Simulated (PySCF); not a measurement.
The dipole of `CC(C)[SiH2]CCC(F)(F)F` from its density and from atomic charges.

Coordinates (GFN2-xTB, Å) and charges (e) from the PBE0/pcSseg-1 density (PySCF):

```json
{"atom": "C1", "x": "-2.335", "y": "0.751", "z": "1.180", "Mulliken": "-0.2406", "IAO": "-0.4124", "Hirshfeld": "-0.1178", "ESP-fitted": "-0.4591"}
{"atom": "C2", "x": "-2.148", "y": "-0.103", "z": "-0.073", "Mulliken": "-0.6043", "IAO": "-0.3560", "Hirshfeld": "-0.1013", "ESP-fitted": "+0.2562"}
{"atom": "C3", "x": "-2.189", "y": "0.781", "z": "-1.319", "Mulliken": "-0.2403", "IAO": "-0.4125", "Hirshfeld": "-0.1176", "ESP-fitted": "-0.4641"}
{"atom": "Si4", "x": "-0.556", "y": "-1.156", "z": "0.010", "Mulliken": "+0.6801", "IAO": "+0.7446", "Hirshfeld": "+0.3421", "ESP-fitted": "+0.1787"}
{"atom": "C5", "x": "0.980", "y": "-0.028", "z": "0.112", "Mulliken": "-0.5923", "IAO": "-0.5402", "Hirshfeld": "-0.1629", "ESP-fitted": "+0.1125"}
{"atom": "C6", "x": "2.262", "y": "-0.836", "z": "0.261", "Mulliken": "-0.2923", "IAO": "-0.2974", "Hirshfeld": "-0.0913", "ESP-fitted": "-0.4397"}
{"atom": "C7", "x": "3.479", "y": "0.067", "z": "0.278", "Mulliken": "+0.7909", "IAO": "+0.8093", "Hirshfeld": "+0.2611", "ESP-fitted": "+0.5686"}
{"atom": "F8", "x": "4.624", "y": "-0.623", "z": "0.427", "Mulliken": "-0.2747", "IAO": "-0.2892", "Hirshfeld": "-0.1037", "ESP-fitted": "-0.2040"}
{"atom": "F9", "x": "3.611", "y": "0.774", "z": "-0.855", "Mulliken": "-0.2746", "IAO": "-0.2885", "Hirshfeld": "-0.0954", "ESP-fitted": "-0.1962"}
{"atom": "F10", "x": "3.446", "y": "0.960", "z": "1.279", "Mulliken": "-0.2745", "IAO": "-0.2882", "Hirshfeld": "-0.0954", "ESP-fitted": "-0.1981"}
{"atom": "H11", "x": "-2.333", "y": "0.134", "z": "2.076", "Mulliken": "+0.1220", "IAO": "+0.1385", "Hirshfeld": "+0.0393", "ESP-fitted": "+0.1040"}
{"atom": "H12", "x": "-1.539", "y": "1.487", "z": "1.268", "Mulliken": "+0.1119", "IAO": "+0.1324", "Hirshfeld": "+0.0381", "ESP-fitted": "+0.1084"}
{"atom": "H13", "x": "-3.282", "y": "1.287", "z": "1.138", "Mulliken": "+0.1167", "IAO": "+0.1393", "Hirshfeld": "+0.0407", "ESP-fitted": "+0.1226"}
{"atom": "H14", "x": "-2.995", "y": "-0.795", "z": "-0.130", "Mulliken": "+0.1453", "IAO": "+0.1388", "Hirshfeld": "+0.0364", "ESP-fitted": "+0.0086"}
{"atom": "H15", "x": "-1.384", "y": "1.512", "z": "-1.298", "Mulliken": "+0.1123", "IAO": "+0.1327", "Hirshfeld": "+0.0384", "ESP-fitted": "+0.1075"}
{"atom": "H16", "x": "-2.088", "y": "0.184", "z": "-2.223", "Mulliken": "+0.1221", "IAO": "+0.1387", "Hirshfeld": "+0.0394", "ESP-fitted": "+0.1052"}
{"atom": "H17", "x": "-3.133", "y": "1.321", "z": "-1.371", "Mulliken": "+0.1165", "IAO": "+0.1391", "Hirshfeld": "+0.0407", "ESP-fitted": "+0.1243"}
{"atom": "H18", "x": "-0.590", "y": "-2.014", "z": "1.202", "Mulliken": "-0.0765", "IAO": "-0.1281", "Hirshfeld": "-0.0821", "ESP-fitted": "-0.0942"}
{"atom": "H19", "x": "-0.438", "y": "-1.988", "z": "-1.194", "Mulliken": "-0.0737", "IAO": "-0.1277", "Hirshfeld": "-0.0821", "ESP-fitted": "-0.0925"}
{"atom": "H20", "x": "1.055", "y": "0.585", "z": "-0.787", "Mulliken": "+0.1607", "IAO": "+0.1530", "Hirshfeld": "+0.0359", "ESP-fitted": "+0.0180"}
{"atom": "H21", "x": "0.898", "y": "0.657", "z": "0.956", "Mulliken": "+0.1603", "IAO": "+0.1521", "Hirshfeld": "+0.0361", "ESP-fitted": "+0.0176"}
{"atom": "H22", "x": "2.387", "y": "-1.530", "z": "-0.571", "Mulliken": "+0.1523", "IAO": "+0.1603", "Hirshfeld": "+0.0505", "ESP-fitted": "+0.1575"}
{"atom": "H23", "x": "2.262", "y": "-1.403", "z": "1.192", "Mulliken": "+0.1525", "IAO": "+0.1613", "Hirshfeld": "+0.0508", "ESP-fitted": "+0.1581"}
```

Question: What dipole does each set of charges give (1 e·Å = 4.803 D), and what does the density give?

Answer: The full density gives (-2.50, -0.69, -0.08) D, 2.60 D in size; dipole vectors point from the negative to the positive end.

```tsv
scheme	μx	μy	μz	size (D)	share of the full size (%)	angle to the full dipole (°)
Mulliken	-3.08	-2.24	-0.11	3.81	147	21
IAO	-3.24	-2.56	-0.09	4.13	159	23
Hirshfeld	-1.52	-0.67	-0.05	1.66	64	8
ESP-fitted	-2.56	-0.71	-0.08	2.66	103	0
```

Question: Which set comes closest?

Answer: Length of the difference vector: ESP-fitted 0.07 D, Hirshfeld 0.98 D, Mulliken 1.65 D, IAO 2.01 D. Closest: ESP-fitted. The schemes that divide the density aren't constrained to reproduce the dipole.

Question: What is left for the Hirshfeld atoms' own dipoles?

Answer: The shares of the density sum to the whole, so what Σ q r misses lies in dipoles about the nuclei. The atomic dipoles sum to (-2.50, -0.69, -0.08) − (-1.52, -0.67, -0.05) = (-0.98, -0.02, -0.03) D, 0.98 D in size.

Question: With the origin at the mean of the coordinates, (0.000, 0.001, 0.068) Å, which are the largest single terms, by size, of the IAO dipole along the direction of the full one?

Answer: C7 -13.12, F8 +5.97, F9 +5.07, F10 +5.00, C1 -3.99 D; all 23 atoms together +3.81 D. The single terms depend on the origin, their sum doesn't.

Question: Give the size of the full dipole in other units.

Answer: 2.60 D = 1.022 au = 0.541 e·Å = 8.66 × 10⁻³⁰ C·m.

Geometry: GFN2-xTB, one conformer, isolated molecule.

The values belong to the conformer `[CH3:1][CH:2]([CH3:3])[SiH2:4][CH2:5][CH2:6][C:7]([F:8])([F:9])[F:10]`: C1–C2–Si4–C5 -62°, C2–Si4–C5–C6 177°, Si4–C5–C6–C7 177°, C5–C6–C7–F8 179°.
